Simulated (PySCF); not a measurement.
First SCF of a structure search on singlet SnH₅⁻, at a hand-made trigonal bipyramidal geometry. PySCF input:

```python
from pyscf import gto, scf, dft
mol = gto.M(atom='''
Sn     0.000000     0.000000     0.000000
H      0.000000     0.000000     1.720000
H      0.000000     0.000000    -1.720000
H      1.720000     0.000000     0.000000
H     -0.860000     1.489600     0.000000
H     -0.860000    -1.489600     0.000000''',
    basis={'Sn': 'def2-TZVPD', 'H': 'def2-TZVPD'},
    ecp={'Sn': 'def2-TZVPD'},
    charge=-1, spin=0)
mf = dft.RKS(mol, xc='PBE0')
mf.grids.atom_grid = (50, 194)
aux = {'Sn': 'def2-universal-JKFIT', 'H': 'def2-universal-JKFIT'}
mf = mf.density_fit(auxbasis=aux)
mf.conv_tol = 1e-08
mf.diis_space = 10
mf.max_cycle = 60
mf.init_guess = 'minao'
mf.verbose = 4
mf.kernel()
```

Excerpt of the output (cycles and frontier levels):

```
init E= -179.981907187816
  HOMO = -0.598511598129337  LUMO = -0.410438383402623  gap/eV = 5.11773
cycle= 1 E= -215.78951355314  delta_E= -35.8  |g|=  2.7  |ddm|= 33.8
  HOMO = 0.199236099644057  LUMO = 0.211176724723017  gap/eV = 0.32492
cycle= 2 E= -211.792732903998  delta_E=    4  |g|= 5.86  |ddm|=   28
  HOMO = -0.00712967104477258  LUMO = 0.128705487073212  gap/eV = 3.69626
cycle= 3 E= -217.209784375598  delta_E= -5.42  |g|= 0.282  |ddm|= 27.4
  HOMO = 0.0156614225057163  LUMO = 0.151877517832217  gap/eV = 3.70663
cycle= 4 E= -217.223674703289  delta_E= -0.0139  |g|= 0.0409  |ddm|= 0.358
  HOMO = -0.00363494618577231  LUMO = 0.144281203151167  gap/eV = 4.02500
cycle= 5 E= -217.224329821987  delta_E= -0.000655  |g|= 0.00554  |ddm|= 0.0789
  HOMO = -0.00164170457671187  LUMO = 0.144984749285413  gap/eV = 3.98991
cycle= 6 E= -217.224344160772  delta_E= -1.43e-05  |g|= 0.00118  |ddm|= 0.0129
  HOMO = -0.00163286982041289  LUMO = 0.144948658487912  gap/eV = 3.98869
cycle= 7 E= -217.224344669203  delta_E= -5.08e-07  |g|= 8.75e-05  |ddm|= 0.00353
  HOMO = -0.00163525737538439  LUMO = 0.144951874392797  gap/eV = 3.98884
cycle= 8 E= -217.22434467443  delta_E= -5.23e-09  |g|= 3.56e-05  |ddm|= 0.000643
  HOMO = -0.00162540883922091  LUMO = 0.144954015942032  gap/eV = 3.98863
Extra cycle  E= -217.224344675052  delta_E= -6.21e-10  |g|= 2.64e-05  |ddm|= 0.000209
converged SCF energy = -217.224344675052
```

No lower solution of this spin was found by a stability analysis within the restricted form, which does not test spin polarisation.

The search for the lowest solution, with the stability check, took 1.9 s on 4 threads of a shared Arm Neoverse V2 host, with 101 basis functions; the process peaked at 0.41 GiB.
